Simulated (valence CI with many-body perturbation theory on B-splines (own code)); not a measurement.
**E1 line list for Lu³⁹⁺**

Level of theory: configuration interaction combined with many-body perturbation theory (CI+MBPT): four valence electrons over a frozen Dirac-Fock core [Ar] 3d10, radial functions for each j: 11 s, 11 p, 10 d, 8 f, 5 g, 2 h, with the one-electron correlation potential Σ1 (screened to all orders), the two-electron term Σ2, the three-electron term Σ3, Breit, model QED; selected single and double excitations, second order for the rest, scaled by the run's own slope (own B-spline code, finite nucleus).

The last digits are not significant, and no measured levels were compared; by estimate large intervals hold to a few tenths of a per cent, small ones and those within an open d or f shell to about a per cent. Among the levels kept, up to 380 cm⁻¹ of a level comes from second order outside the variational space, and about a tenth of that is noise between levels of different J, which matters for small intervals.

Lines 101 to 150 of 569 in falling wavelength, among levels below 4689.5 × 10³ cm⁻¹, chosen from the strongest by gf and those to the six lowest levels. Wavelengths and rates use the calculated energies. Electric multipoles are in the length gauge, E1 and E2 with the static RPA response of the core. Weak lines are less certain than strong ones. Lines between different terms over intervals too small for the method are left out, as are lines whose strength nearly cancels. Where a level lies close to another of its J and parity, the split of strength between their lines is uncertain. The highest levels of a list are the least certain.

Levels are named by their leading jj configuration (3d3/2^4 stands for four electrons in 3d with j = 3/2), which in mixed levels can hold well under half, so a name can repeat and another be missing. Letters in brackets count levels of one name in rising energy.

| λ vac (Å) | Upper | Lower | A (s⁻¹) | log gf | Branch % |
| --- | --- | --- | --- | --- | --- |
| 75.66 | (4s 4p1/2 4d3/2 4d5/2) J=4 [a] | (4s 4p1/2 4p3/2 4d3/2) J=3 [a] | 8.52e+10 | -0.18 | 67.2 |
| 75.61 | (4s 4p1/2 4d3/2 4d5/2) J=4 [b] | (4s 4p1/2 4p3/2 4d3/2) J=4 | 7.02e+10 | -0.27 | 48.8 |
| 75.37 | (4s 4p1/2^2 4f7/2) J=4 | (4s 4p1/2^2 4d5/2) J=3 | 2.62e+10 | -0.70 | 37.6 |
| 75.36 | (4p1/2^2 4p3/2 4d5/2) J=1 | (4p1/2^2 4p3/2^2) J=0 | 1.92e+11 | -0.31 | 40.9 |
| 75.36 | (4s 4p1/2 4d3/2 4d5/2) J=3 [d] | (4s 4p1/2 4p3/2 4d3/2) J=2 [c] | 4.50e+10 | -0.57 | 8.3 |
| 75.27 | (4s 4p1/2 4d3/2 4d5/2) J=3 [a] | (4s 4p1/2 4p3/2 4d3/2) J=2 [a] | 8.45e+10 | -0.30 | 42.7 |
| 75.24 | (4s 4p1/2 4p3/2 4d5/2) J=0 | (4s 4p1/2 4p3/2^2) J=1 [b] | 2.31e+11 | -0.71 | 32.8 |
| 75.14 | (4s 4p1/2^2 4f7/2) J=3 | (4s 4p1/2^2 4d5/2) J=2 | 8.48e+10 | -0.30 | 26.6 |
| 75.10 | (4s 4p1/2 4p3/2 4f5/2) J=3 [a] | (4s 4p1/2 4p3/2 4d3/2) J=2 [b] | 2.78e+10 | -0.78 | 5.6 |
| 75.00 | (4s 4p3/2^2 4d5/2) J=1 [b] | (4s 4p3/2^3) J=1 | 1.33e+11 | -0.47 | 10.7 |
| 74.96 | (4s 4p1/2 4d3/2 4d5/2) J=2 [c] | (4s 4p1/2 4p3/2 4d3/2) J=1 [b] | 4.45e+10 | -0.73 | 6.4 |
| 74.92 | (4s 4p1/2 4p3/2 4f5/2) J=4 [a] | (4s 4p1/2 4p3/2 4d3/2) J=3 [b] | 7.25e+10 | -0.26 | 20.7 |
| 74.88 | (4p1/2 4p3/2^2 4d5/2) J=4 | (4s 4p1/2 4p3/2 4d5/2) J=3 [b] | 2.86e+10 | -0.66 | 5.8 |
| 74.84 | (4s 4p1/2^2 4d5/2) J=3 | (4s 4p1/2^2 4p3/2) J=2 | 1.75e+11 | 0.01 | 89.1 |
| 74.81 | (4s 4p1/2 4p3/2 4d5/2) J=2 [c] | (4s 4p1/2 4p3/2^2) J=2 [b] | 5.23e+10 | -0.66 | 8.8 |
| 74.76 | (4s^2 4p3/2 4f5/2) J=2 | (4s^2 4p3/2 4d3/2) J=1 | 6.06e+10 | -0.60 | 9.8 |
| 74.70 | (4s 4p1/2 4d5/2^2) J=3 | (4s 4p1/2 4p3/2 4d5/2) J=2 [b] | 6.66e+10 | -0.41 | 12.8 |
| 74.69 | (4s 4p1/2 4d3/2 4d5/2) J=2 [a] | (4s 4p1/2 4p3/2 4d3/2) J=1 [a] | 9.84e+10 | -0.39 | 32.1 |
| 74.63 | (4s 4p1/2 4d3/2 4d5/2) J=3 [b] | (4s 4p1/2 4p3/2 4d3/2) J=4 | 7.41e+10 | -0.36 | 21.4 |
| 74.61 | (4s 4p1/2 4p3/2 4f5/2) J=3 [d] | (4s 4p1/2 4p3/2 4d5/2) J=3 [b] | 3.00e+10 | -0.76 | 4.0 |
| 74.57 | (4s^2 4p3/2 4d5/2) J=1 | (4s^2 4p3/2^2) J=0 | 1.00e+11 | -0.60 | 24.6 |
| 74.57 | (4s 4p1/2 4p3/2 4f7/2) J=3 [b] | (4s^2 4p1/2 4f5/2) J=3 | 2.72e+10 | -0.80 | 4.3 |
| 74.56 | (4p1/2 4p3/2^2 4d5/2) J=2 | (4s 4p1/2 4p3/2 4d5/2) J=1 [b] | 7.57e+10 | -0.50 | 9.8 |
| 74.49 | (4s 4p1/2 4p3/2 4f7/2) J=3 [a] | (4s 4p1/2 4p3/2 4d5/2) J=3 [a] | 5.29e+10 | -0.51 | 16.3 |
| 74.45 | (4s 4p1/2 4p3/2 4f7/2) J=2 [b] | (4s 4p1/2 4p3/2 4d5/2) J=2 [b] | 2.06e+11 | -0.07 | 35.0 |
| 74.32 | (4s 4p1/2 4p3/2 4f7/2) J=4 [a] | (4s 4p1/2 4p3/2 4d5/2) J=5 | 6.38e+10 | -0.32 | 31.4 |
| 74.32 | (4p1/2^2 4p3/2 4d5/2) J=1 | (4p1/2^2 4p3/2^2) J=2 | 1.02e+11 | -0.60 | 21.8 |
| 74.28 | (4s^2 4p1/2 4f7/2) J=4 | (4s 4p1/2 4p3/2^2) J=3 | 1.20e+11 | -0.05 | 90.0 |
| 74.15 | (4s 4p1/2 4d5/2^2) J=5 | (4s 4p1/2 4p3/2 4d5/2) J=5 | 1.31e+11 | 0.08 | 41.9 |
| 74.04 | (4s^2 4d3/2 4d5/2) J=3 | (4s^2 4p3/2 4d3/2) J=3 | 1.55e+11 | -0.05 | 14.3 |
| 74.02 | (4s 4p1/2 4p3/2 4f5/2) J=4 [b] | (4s 4p1/2 4p3/2 4d5/2) J=4 [a] | 2.04e+10 | -0.82 | 5.9 |
| 74.02 | (4s 4p1/2 4d5/2^2) J=3 | (4s 4p1/2 4p3/2 4d5/2) J=3 [b] | 1.10e+11 | -0.20 | 21.2 |
| 74.00 | (4s 4p1/2 4p3/2 4f5/2) J=4 [b] | (4s 4p1/2 4p3/2 4d3/2) J=3 [b] | 5.82e+10 | -0.37 | 16.9 |
| 73.98 | (4s 4p1/2 4p3/2 4f7/2) J=2 [a] | (4s 4p1/2 4p3/2 4d5/2) J=2 [a] | 2.17e+11 | -0.05 | 71.1 |
| 73.93 | (4p1/2 4p3/2^2 4d3/2) J=2 | (4s 4p1/2 4p3/2 4d3/2) J=1 [c] | 4.42e+10 | -0.74 | 7.9 |
| 73.87 | (4s 4p1/2 4p3/2 4d5/2) J=1 [c] | (4s 4p1/2 4p3/2^2) J=1 [a] | 3.09e+11 | -0.12 | 54.0 |
| 73.83 | (4s 4p1/2 4p3/2 4f5/2) J=3 [e] | (4s^2 4p1/2 4f5/2) J=3 | 7.70e+10 | -0.36 | 9.3 |
| 73.81 | (4s 4p1/2 4d5/2^2) J=4 | (4s 4p1/2 4p3/2 4d5/2) J=4 [a] | 9.36e+10 | -0.16 | 35.1 |
| 73.81 | (4s 4p1/2 4p3/2 4d5/2) J=2 [a] | (4s 4p1/2 4p3/2^2) J=2 [a] | 1.55e+11 | -0.20 | 67.2 |
| 73.80 | (4s 4p1/2 4p3/2 4f5/2) J=3 [c] | (4s^2 4p1/2 4f5/2) J=2 | 6.38e+10 | -0.44 | 8.6 |
| 73.79 | (4s 4p1/2 4p3/2 4f5/2) J=2 [a] | (4s 4p1/2 4p3/2 4d3/2) J=2 [b] | 7.93e+10 | -0.49 | 14.8 |
| 73.78 | (4s 4p1/2 4d3/2 4d5/2) J=2 [d] | (4s 4p1/2 4p3/2 4d3/2) J=1 [b] | 5.43e+10 | -0.65 | 4.9 |
| 73.77 | (4s 4p1/2 4p3/2 4f7/2) J=2 [b] | (4s 4p1/2 4p3/2 4d5/2) J=3 [b] | 7.91e+10 | -0.49 | 13.5 |
| 73.68 | (4s 4p1/2 4d5/2^2) J=2 | (4s 4p1/2 4p3/2 4d5/2) J=1 [a] | 1.27e+11 | -0.29 | 24.9 |
| 73.68 | (4s^2 4p1/2 4d5/2) J=2 | (4s^2 4p1/2 4p3/2) J=2 | 3.62e+09 | -1.83 | 0.8 |
| 73.68 | (4p1/2^2 4p3/2 4d5/2) J=3 | (4p1/2^2 4p3/2^2) J=2 | 4.36e+11 | 0.39 | 75.6 |
| 73.61 | (4s 4p1/2 4p3/2 4d5/2) J=1 [b] | (4s 4p1/2 4p3/2^2) J=0 | 2.37e+11 | -0.24 | 62.5 |
| 73.58 | (4s 4p1/2 4d3/2 4d5/2) J=2 [d] | (4s 4p1/2 4p3/2 4d3/2) J=2 [c] | 5.93e+10 | -0.62 | 5.3 |
| 73.57 | (4s 4p1/2 4d3/2 4d5/2) J=3 [c] | (4s 4p1/2 4p3/2 4d5/2) J=4 [a] | 2.97e+10 | -0.77 | 6.0 |
| 73.50 | (4s 4p1/2 4d5/2^2) J=2 | (4s 4p1/2 4p3/2 4d5/2) J=3 [a] | 7.16e+10 | -0.54 | 14.0 |

Question: How does gf follow from A for the line at 73.79 Å?

Answer: gf = 1.4992 × (2J+1)_upper × A / σ², with σ = 1355106 cm⁻¹ and 2J+1 = 5: gf = 0.324.
